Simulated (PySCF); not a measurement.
C$_{6}$H$_{13}$Te (SMILES C[C](C)[Te]C(C)C), doublet, geometry from GFN2-xTB (all electrons, no relativity); M062X/STO-3G in PySCF.

PySCF was given this input:
```python
from pyscf import gto, scf, dft

mol = gto.Mole()
mol.atom = '''
    C     1.90442455    1.69509905   -0.32104343
    C     1.53972114    0.28294296   -0.63548095
    C     2.64828864   -0.56475932   -1.16437477
    Te   -0.00658887   -0.68511356    0.39846935
    C    -1.47347174    0.93793246    0.15620494
    C    -1.68002954    1.24172412   -1.31324516
    C    -2.76631436    0.52613345    0.83167713
    H     2.32452376    2.17735098   -1.20592601
    H     1.04520508    2.27358478    0.00899898
    H     2.66913204    1.74483278    0.46238264
    H     2.29899169   -1.56540022   -1.40960968
    H     3.46966135   -0.65736235   -0.44571269
    H     3.06570104   -0.10953423   -2.06471053
    H    -1.07078119    1.81657279    0.66124310
    H    -0.73572648    1.48936191   -1.79340929
    H    -2.11062245    0.38190962   -1.82307773
    H    -2.36006458    2.08578787   -1.43282839
    H    -3.50441316    1.32405857    0.75012782
    H    -3.17796298   -0.36544627    0.36214872
    H    -2.60673523    0.31575237    1.88754025
'''
mol.basis = 'sto-3g'
mol.spin = 1
mol.verbose = 4
mol.build()

mf = dft.UKS(mol)
mf.xc = 'm062x'
mf.kernel()
mf.analyze()
```

What the program printed (banner, timings and long lists left out):

```
PySCF version 2.14.0

[INPUT] verbose = 4
[INPUT] num. atoms = 20
[INPUT] num. electrons = 101
[INPUT] charge = 0
[INPUT] spin (= nelec alpha-beta = 2S) = 1
[INPUT] symmetry False subgroup None
[INPUT] Mole.unit = angstrom
[INPUT] Symbol           X                Y                Z      unit          X                Y                Z       unit  Magmom
[...]
nuclear repulsion = 690.834540264086
number of shells = 42
number of NR pGTOs = 210
number of NR cGTOs = 70
basis = sto-3g
ecp = {}

******** <class 'pyscf.dft.uks.UKS'> ********
method = UKS
initial guess = minao
damping factor = 0
level_shift factor = 0
DIIS = <class 'pyscf.scf.diis.CDIIS'>
diis_start_cycle = 1
diis_space = 8
diis_damp = 0
SCF conv_tol = 1e-09
SCF conv_tol_grad = None
SCF max_cycles = 50
direct_scf = True
direct_scf_tol = 1e-13
number electrons alpha = 51  beta = 50
XC library pyscf.dft.libxc version 7.1.2
    S. Lehtola, C. Steigemann, M. J. T. Oliveira, and M. A. L. Marques,  SoftwareX 7, 1–5 (2018)
XC functionals = m062x
    Y. Zhao and D. G. Truhlar,  Theor. Chem. Acc. 120, 215 (2008)
    Y. Zhao and D. G. Truhlar,  Theor. Chem. Acc. 120, 215 (2008)
radial grids:
    Treutler-Ahlrichs [JCP 102, 346 (1995); DOI:10.1063/1.469408] (M4) radial grids

becke partition: Becke, JCP 88, 2547 (1988); DOI:10.1063/1.454033
pruning grids: <function nwchem_prune>
grids dens level: 3
symmetrized grids: False
atomic radii adjust function: <function treutler_atomic_radii_adjust>
small_rho_cutoff = 0
Set gradient conv threshold to 3.16228e-05
tot grids = 234176
init E= -6763.80890760478

cycle= 1 E= -6782.86939317128  delta_E= -19.1  |g|= 0.34  |ddm|= 3.79
cycle= 2 E= -6783.00818591452  delta_E= -0.139  |g|= 0.203  |ddm|= 1.41
cycle= 3 E= -6783.04385974269  delta_E= -0.0357  |g|= 0.0793  |ddm|= 0.513
cycle= 4 E= -6783.0493698436  delta_E= -0.00551  |g|= 0.0156  |ddm|= 0.159
cycle= 5 E= -6783.05014263251  delta_E= -0.000773  |g|= 0.00868  |ddm|= 0.0842
cycle= 6 E= -6783.05028781112  delta_E= -0.000145  |g|= 0.00351  |ddm|= 0.0344
cycle= 7 E= -6783.05032342569  delta_E= -3.56e-05  |g|= 0.000828  |ddm|= 0.023
cycle= 8 E= -6783.05032461656  delta_E= -1.19e-06  |g|= 0.000273  |ddm|= 0.00369
cycle= 9 E= -6783.05032473998  delta_E= -1.23e-07  |g|= 5.82e-05  |ddm|= 0.00102
cycle= 10 E= -6783.05032475119  delta_E= -1.12e-08  |g|= 1.03e-05  |ddm|= 0.000432
cycle= 11 E= -6783.05032475153  delta_E= -3.34e-10  |g|= 3.26e-06  |ddm|= 5.87e-05
Extra cycle  E= -6783.05032475154  delta_E= -1.18e-11  |g|= 1.63e-06  |ddm|= 1.18e-05
converged SCF energy = -6783.05032475154  <S^2> = 0.75650886  2S+1 = 2.0064983
**** SCF Summaries ****
Total Energy =                       -6783.050324751538938
Nuclear Repulsion Energy =             690.834540264086399
One-electron Energy =               -10722.823961159927421
Two-electron Energy =                 3248.939096144302312
Two-electron Coulomb Energy =         3458.116076595088543
DFT Exchange-Correlation Energy =     -209.176980450786118
**** MO energy ****
                             alpha | beta                alpha | beta
[...]
To work with the spin densities directly, `use mulliken_meta_spin()` only printing them here.

 ** Mulliken spin pop alpha/beta on meta-lowdin orthogonal AOs **
 ** Mulliken Spin Density (per AO)  **
spin_pop of  0 C 1s        0.00000
spin_pop of  0 C 2s       -0.00729
spin_pop of  0 C 2px      -0.00731
spin_pop of  0 C 2py      -0.02154
spin_pop of  0 C 2pz      -0.00988
spin_pop of  1 C 1s       -0.00000
spin_pop of  1 C 2s        0.06977
spin_pop of  1 C 2px       0.22483
spin_pop of  1 C 2py       0.04968
spin_pop of  1 C 2pz       0.59709
spin_pop of  2 C 1s       -0.00000
spin_pop of  2 C 2s       -0.00840
spin_pop of  2 C 2px      -0.02033
spin_pop of  2 C 2py      -0.00989
spin_pop of  2 C 2pz      -0.01326
spin_pop of  3 Te 1s       -0.00000
spin_pop of  3 Te 2s        0.00000
spin_pop of  3 Te 3s        0.00000
spin_pop of  3 Te 4s       -0.00000
spin_pop of  3 Te 5s        0.00052
spin_pop of  3 Te 2px      -0.00000
spin_pop of  3 Te 2py      -0.00000
spin_pop of  3 Te 2pz       0.00000
spin_pop of  3 Te 3px      -0.00000
spin_pop of  3 Te 3py      -0.00000
spin_pop of  3 Te 3pz       0.00000
spin_pop of  3 Te 4px      -0.00002
spin_pop of  3 Te 4py      -0.00000
spin_pop of  3 Te 4pz       0.00003
spin_pop of  3 Te 5px      -0.04073
spin_pop of  3 Te 5py      -0.00458
spin_pop of  3 Te 5pz       0.06374
spin_pop of  3 Te 3dxy      0.00000
spin_pop of  3 Te 3dyz      0.00000
spin_pop of  3 Te 3dz^2     0.00000
spin_pop of  3 Te 3dxz      0.00000
spin_pop of  3 Te 3dx2-y2    0.00000
spin_pop of  3 Te 4dxy      0.00002
spin_pop of  3 Te 4dyz      0.00003
spin_pop of  3 Te 4dz^2     0.00010
spin_pop of  3 Te 4dxz      0.00004
spin_pop of  3 Te 4dx2-y2    0.00002
spin_pop of  4 C 1s        0.00000
spin_pop of  4 C 2s        0.00253
spin_pop of  4 C 2px       0.00607
spin_pop of  4 C 2py       0.00790
spin_pop of  4 C 2pz       0.00045
spin_pop of  5 C 1s       -0.00000
spin_pop of  5 C 2s        0.00009
spin_pop of  5 C 2px       0.00087
spin_pop of  5 C 2py       0.00038
spin_pop of  5 C 2pz       0.00179
spin_pop of  6 C 1s       -0.00000
spin_pop of  6 C 2s       -0.00026
spin_pop of  6 C 2px      -0.00059
spin_pop of  6 C 2py      -0.00008
spin_pop of  6 C 2pz      -0.00005
spin_pop of  7 H 1s        0.01500
spin_pop of  8 H 1s        0.00379
spin_pop of  9 H 1s        0.03940
spin_pop of  10 H 1s        0.00375
spin_pop of  11 H 1s        0.03776
spin_pop of  12 H 1s        0.01915
spin_pop of  13 H 1s       -0.00079
spin_pop of  14 H 1s       -0.00084
spin_pop of  15 H 1s       -0.00002
spin_pop of  16 H 1s        0.00082
spin_pop of  17 H 1s        0.00007
spin_pop of  18 H 1s        0.00008
spin_pop of  19 H 1s        0.00009
 ** Mulliken Spin Density (per atom)  **
spin density of  0 C =     -0.04602
spin density of  1 C =      0.94137
spin density of  2 C =     -0.05189
spin density of  3 Te =      0.01917
spin density of  4 C =      0.01696
spin density of  5 C =      0.00314
spin density of  6 C =     -0.00098
spin density of  7 H =      0.01500
spin density of  8 H =      0.00379
spin density of  9 H =      0.03940
spin density of  10 H =      0.00375
spin density of  11 H =      0.03776
spin density of  12 H =      0.01915
spin density of  13 H =     -0.00079
spin density of  14 H =     -0.00084
spin density of  15 H =     -0.00002
spin density of  16 H =      0.00082
spin density of  17 H =      0.00007
spin density of  18 H =      0.00008
spin density of  19 H =      0.00009
 ** Mulliken pop alpha/beta on meta-lowdin orthogonal AOs **
 ** Mulliken pop       alpha | beta **
In total            51.00000 | 50.00000
 ** Mulliken atomic charges   ( Nelec_alpha | Nelec_beta ) **
charge of  0C =     -0.14064  (     3.04731      3.09333 )
charge of  1C =     -0.09353  (     3.51745      2.57608 )
charge of  2C =     -0.13971  (     3.04391      3.09580 )
charge of  3Te =      0.12280  (    25.94819     25.92901 )
charge of  4C =     -0.07951  (     3.04823      3.03127 )
charge of  5C =     -0.13393  (     3.06853      3.06540 )
charge of  6C =     -0.13235  (     3.06568      3.06666 )
charge of  7H =      0.04772  (     0.48364      0.46864 )
charge of  8H =      0.04359  (     0.48010      0.47631 )
charge of  9H =      0.04782  (     0.49579      0.45639 )
charge of  10H =      0.04794  (     0.47790      0.47415 )
charge of  11H =      0.04610  (     0.49583      0.45807 )
charge of  12H =      0.04722  (     0.48596      0.46682 )
charge of  13H =      0.04148  (     0.47886      0.47965 )
charge of  14H =      0.04619  (     0.47648      0.47732 )
charge of  15H =      0.04720  (     0.47639      0.47641 )
charge of  16H =      0.04387  (     0.47848      0.47765 )
charge of  17H =      0.04452  (     0.47777      0.47770 )
charge of  18H =      0.04630  (     0.47689      0.47681 )
charge of  19H =      0.04691  (     0.47659      0.47650 )
Dipole moment(X, Y, Z, Debye): -0.05646,  1.45330, -0.40390
```
